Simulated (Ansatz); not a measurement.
Results of the Gaussian-basis code of Ansatz.

A structure relaxed at PBE0-D4/def2-TZVP, charge 0, multiplicity 1:

Cartesian coordinates in Å:
```
F 1.563 0.326 1.245
C 0.329 -0.149 1.280
Cl -0.121 -0.653 2.841
C -0.445 -0.213 0.210
C 0.003 0.242 -1.129
F -0.831 1.213 -1.589
F -0.073 -0.786 -2.015
H -1.446 -0.611 0.298
H 1.023 0.632 -1.143
```

Give its formula and SMILES.

C3H2ClF3, `F/C(Cl)=C\C(F)F`.

Point group (tolerance 0.08 Å, 0.16 Å for H)?

Cs.

Summarise the bond lengths by kind.

3 × C–F 1.323 to 1.360 Å; 1 × C–Cl 1.701 Å; 2 × C–C 1.322 to 1.484 Å; 2 × C–H 1.081 to 1.092 Å.
